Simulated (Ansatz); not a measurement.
CH₃BO₂Se. Total charge 0; spin multiplicity 1. The bonds changed during the relaxation, so this is another structure than the one it started from.

```xyz
8

O    -0.040    0.934   -1.467
C    -0.039    0.525   -0.235
O    -0.144    1.452    0.625
B     0.081   -0.998    0.216
Se    0.045   -1.180    2.052
H     0.044    0.159   -2.042
H    -0.123    0.922    1.510
H     0.177   -1.814   -0.658
```

(1) What are the harmonic wavenumbers in cm⁻¹ at PBE0-D4/def2-TZVP (Ansatz, finite differences of forces, unscaled)? (An estimate is asked.)

(2) Is this a minimum?

(3) Give the ideal-gas thermochemistry at 298.15 K and 1 bar (rigid rotor, harmonic oscillator; point group Cs, symmetry number 1).

(4) And at 400, 500, 600, 800 and 1000 K?

Results:

(1) The calculation gave: 122, 216, 335, 566, 580, 690, 790, 794, 851, 985, 1063, 1209, 1274, 1535, 1598, 2598, 2676, 3771.

(2) Yes, all 18 modes are real.

(3) Zero-point energy 129.5 kJ/mol; H(298) − E = 145.7 kJ/mol; entropy 318.8 J/(mol·K), of which translation 170.2, rotation 113.2, vibration 35.4; G(298) − E = 50.7 kJ/mol.

(4) 
| T (K) | H − E (kJ/mol) | S (J/mol/K) | G − E (kJ/mol) |
| --- | --- | --- | --- |
| 400 | 154.9 | 345.1 | 16.9 |
| 500 | 165.5 | 368.6 | -18.8 |
| 600 | 177.2 | 390.0 | -56.8 |
| 800 | 203.3 | 427.4 | -138.6 |
| 1000 | 232.0 | 459.4 | -227.4 |
